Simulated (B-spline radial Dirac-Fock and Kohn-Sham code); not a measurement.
**Sn⁺ 3p3/2: cross section and angular parameters**

System: tin as Sn⁺, configuration [Kr] 4d10 5s2 5p1; threshold 718.3 eV (orbital energy of the model). Method: Dirac-Hartree-Slater photoionisation with a Latter tail; cross sections with all multipoles, angular parameters from the dipole term and its interference with E2. Computed with a radial finite-basis atomic code.

```csv
hν (eV),σ (kb),β,γ,δ
800,303,0.675,0.105,0.139
887,269,1.030,0.290,0.079
1000,232,1.258,0.264,0.039
1190,182,1.442,0.131,0.014
1486.9,?,?,?,?
1750,95.5,1.612,-0.032,0.004
2000,74.2,1.634,-0.023,0.004
2190,62.0,1.642,-0.001,0.005
2380,52.4,1.645,0.030,0.006
3420,23.9,1.627,0.263,0.012
3470,23.1,1.625,0.275,0.012
4000,16.5,1.604,0.401,0.016
4310,13.8,1.591,0.471,0.018
7950,2.87,1.432,1.145,0.051
9510,1.75,1.370,1.356,0.067
12000,0.899,1.280,1.628,0.094
15000,0.464,1.184,1.880,0.128
```

Problem. Give the values at Al Kα (taken as 1486.9 eV).

Solution. σ = 128 kb, β = 1.565, γ = 0.002, δ = 0.005.
